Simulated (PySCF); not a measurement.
Work out the structure from these simulated measurements.

Elements present: C, Cl, H and N. Monoisotopic mass: 113.9985 u.

- UV, first state: lowest singlet excitation: 4.10 eV (303 nm, f = 0.005) [TDDFT B3LYP/def2-SVPD]
- UV, strongest line: among the 10 lowest singlet transitions: S5 at 5.94 eV (209 nm, f = 0.160) [TDDFT B3LYP/def2-SVPD]
- Valence photoelectron: vertical ionisation energy: 9.82 eV [ΔSCF B3LYP/def2-SVPD]
- 13C NMR: chemical shifts (computed TMS as zero) by class: 160.4 (1 C), 151.7 (1 C), 149.0 (1 C), 147.9 (1 C) ppm [GIAO PBE0/pcSseg-1]
- NMR, other nuclei: isotropic shieldings of nuclei other than C and H, by class: -123 (1 N), -100 (1 N), 662 (1 Cl) ppm [GIAO PBE0/pcSseg-1]
- Rotational structure: rotational constants A, B, C: 6.098, 1.664, 1.307 GHz [PBE0-D3(BJ)/def2-SVP]
- Dipole: 1.48 D [B3LYP/def2-SVPD]
- 1H NMR: chemical shifts (computed TMS as zero) by class: 8.64 (1 H), 8.47 (1 H), 8.34 (1 H) ppm [GIAO PBE0/pcSseg-1]

The electronic properties come from PySCF, for the isolated species, density fitting. Levels stand in brackets. Isolated species at its PBE0-D3(BJ)/def2-SVP geometry, gas phase. Each NMR value is the plain mean over a class of atoms that symmetry, rotation or inversion makes alike.

Question: Which formula fits the mass and the elements?

Answer: C4H3ClN2 (calculated 113.9985). No other formula that holds each of these elements comes within 0.0003 u with a fitting electron parity and a possible valence count.

Question: What is the compound? Reason from the data.

Answer: Numbering: `[Cl:1][c:2]1[cH:3][n:4][cH:5][cH:6][n:7]1`. Its formula, C4H3ClN2, gives 4 degrees of unsaturation: 1 ring and 3 π bonds in the structure found (Kekulé form). 4 carbons fall into 4 classes; from least to most shielded: aromatic C–Cl carbon [C2] (160.4 ppm), aromatic CH next to a ring nitrogen [C3] (151.7 ppm), aromatic CH next to a ring nitrogen [C6] (149.0 ppm), aromatic CH next to a ring nitrogen [C5] (147.9 ppm). Hydrogen classes from least to most shielded: 1 H on an aromatic CH next to a ring nitrogen, C3 (8.64 ppm), 1 H on an aromatic CH next to a ring nitrogen, C5 (8.47 ppm), 1 H on an aromatic CH next to a ring nitrogen, C6 (8.34 ppm). The other shieldings belong to: -123 ppm, pyridine-type nitrogen [N4]; -100 ppm, pyridine-type nitrogen [N7]; 662 ppm, aryl chlorine [Cl1]. S1 is mainly HOMO→LUMO (weight 1.00); the largest Löwdin shares of the orbital it empties are 0.33 on a pyridine-type nitrogen, 0.22 on a pyridine-type nitrogen and 0.09 on each of 2 atoms of one kind (aromatic CH next to a ring nitrogen), of the orbital it fills 0.25 on a pyridine-type nitrogen, 0.24 on a pyridine-type nitrogen, 0.13 on an aromatic CH next to a ring nitrogen and 0.12 on an aromatic CH next to a ring nitrogen. The optimised geometry has point group Cs and is an asymmetric top. Structure: `Clc1cnccn1` (chloropyrazine). Computed isomers that give other values at the same levels: `Clc1ncccn1` (13C chemical shifts (computed TMS as zero) by class: 173.5 (1 C), 164.7 (2 C), 124.3 (1 C) ppm). The assignments are read from this structure; whether some other isomer fits the data as well wasn't checked.
